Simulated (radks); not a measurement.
All-electron atom: P4+ in [Ne] 3s0.5 3d0.5 (fractional occupations, a model configuration). Method: Dirac Kohn-Sham, PBE, spin-unpolarised, spherical densities, finite nucleus; open shells are shared between the two j in proportion to 2j + 1; Fermi nuclear charge, rms radius 3.1889 fm; computed with a radial shooting solver on a logarithmic mesh with Libxc functionals.

Radial electron density D(r) = 4 pi r^2 rho(r):

```
   r/bohr * D(r) (the largest magnitude, 17.1, reaches the edge; | marks zero)
 0.003761 |*
  0.00424 |*
 0.004781 | *
  0.00539 | *
 0.006078 |  *
 0.006853 |  *
 0.007726 |   *
 0.008781 |    *
 0.009901 |      *
  0.01116 |       *
  0.01259 |         *
  0.01419 |           *
    0.016 |             *
  0.01804 |                *
  0.02034 |                   *
  0.02293 |                       *
  0.02586 |                           *
  0.02916 |                               *
  0.03287 |                                   *
  0.03706 |                                        *
  0.04179 |                                            *
  0.04712 |                                                *
  0.05312 |                                                   *
  0.06038 |                                                     *
  0.06808 |                                                      *
  0.07676 |                                                      *
  0.08654 |                                                    *
  0.09758 |                                                 *
     0.11 |                                             *
    0.124 |                                         *
   0.1399 |                                     *
   0.1577 |                                   *
   0.1778 |                                  *
   0.2005 |                                   *
    0.226 |                                     *
   0.2548 |                                         *
   0.2873 |                                             *
    0.324 |                                                *
   0.3653 |                                                  *
   0.4151 |                                                 *
   0.4681 |                                             *
   0.5278 |                                       *
    0.595 |                               *
   0.6709 |                       *
   0.7564 |                *
   0.8529 |          *
   0.9616 |      *
    1.084 |    *
    1.222 |  *
    1.378 |  *
    1.554 | *
    1.752 | *
    1.976 | *
    2.228 |*
    2.511 |*
    2.854 *
    3.218 *
    3.629 *
    4.091 *
    4.613 *
    5.201 *
    5.864 *
```

D(r) has 2 maxima, at r = 0.0697, 0.371 bohr, and minima at 0.179 bohr, inside which lie 2.20 electrons.
